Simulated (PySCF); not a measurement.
Structure problem from calculated spectra and properties.

Formula: C5H4ClNO.

| Property | Result |
| --- | --- |
| NMR, other nuclei | isotropic shieldings of nuclei other than C and H, by class: -68 (1 N), -142 (1 O), 717 (1 Cl) ppm [GIAO PBE0/pcSseg-1] |
| 13C NMR | chemical shifts (computed TMS as zero) by class: 144.9 (2 C), 135.9 (1 C), 133.6 (2 C) ppm [GIAO PBE0/pcSseg-1] |
| UV, first state | lowest singlet excitation: 4.16 eV (298 nm, f = 0.019) [TDDFT PBE0/def2-SVPD] |
| UV, strongest line | among the 6 lowest singlet transitions: S3 at 4.76 eV (261 nm, f = 0.329) [TDDFT PBE0/def2-SVPD] |
| Polarisability | 87.3 au [PBE0/def2-SVPD] |
| 1H NMR | chemical shifts (computed TMS as zero) by class: 8.22 (2 H), 7.27 (2 H) ppm [GIAO PBE0/pcSseg-1] |
| Rotational structure | rotational constants A, B, C: 5.981, 1.014, 0.867 GHz [GFN2-xTB] |
| Dipole | 2.61 D [PBE0/def2-SVPD] |

Gas-phase values; electronic properties from PySCF, density fitting. Levels stand in brackets. Isolated species at its GFN2-xTB geometry, gas phase. NMR classes are plain means over equivalent atoms (diastereotopic ones count apart unless rotation or inversion swaps them), as if these changed places fast.

Task: What is the compound? Reason from the data.

Result: Numbering: `[O-:1][n+:2]1[cH:3][cH:4][c:5]([Cl:6])[cH:7][cH:8]1`. Its formula, C5H4ClNO, gives 4 degrees of unsaturation: 1 ring and 3 π bonds in the structure found (Kekulé form). 5 carbons fall into 3 classes; from least to most shielded: aromatic CH next to a ring nitrogen [C3/C8] (144.9 ppm, 2 C), aromatic C–Cl carbon [C5] (135.9 ppm), aromatic CH carbon [C4/C7] (133.6 ppm, 2 C). Hydrogen classes from least to most shielded: 2 H on 2 like atoms (aromatic CH next to a ring nitrogen), C3/C8 (8.22 ppm), 2 H on 2 aromatic CH carbons, C4/C7 (7.27 ppm). The other shieldings belong to: -68 ppm, N-oxide nitrogen [N2]; -142 ppm, N-oxide oxygen [O1]; 717 ppm, aryl chlorine [Cl6]. S1 is mainly HOMO→LUMO+1 (weight 0.93); the largest Löwdin shares of the orbital it empties are 0.43 on the N-oxide oxygen, 0.13 on the aromatic C–Cl carbon, 0.12 on the N-oxide nitrogen and 0.09 on the aryl chlorine, of the orbital it fills 0.19 on each of 2 atoms of one kind (aromatic CH carbon) and 0.18 on each of 2 atoms of one kind (aromatic CH next to a ring nitrogen). The optimised geometry has point group C2v and is an asymmetric top. Structure: 4-chloropyridine N-oxide, `[O-][n+]1ccc(cc1)Cl`. Computed isomers that give other values at the same levels: `Oc1cccc(Cl)n1` (rotational constant A: 3.416 GHz; this holds for the one conformer computed); `C#C/C(Cl)=C\C(N)=O` (13C chemical shifts (computed TMS as zero) by class: 163.3 (1 C), 140.6 (1 C), 134.5 (1 C), 108.7 (1 C), 82.9 (1 C) ppm); `Oc1ccnc(Cl)c1` (13C chemical shifts (computed TMS as zero) by class: 171.0 (1 C), 164.8 (1 C), 155.5 (1 C), 115.8 (1 C), 112.0 (1 C) ppm). The assignments are read from this structure; whether some other isomer fits the data as well wasn't checked.
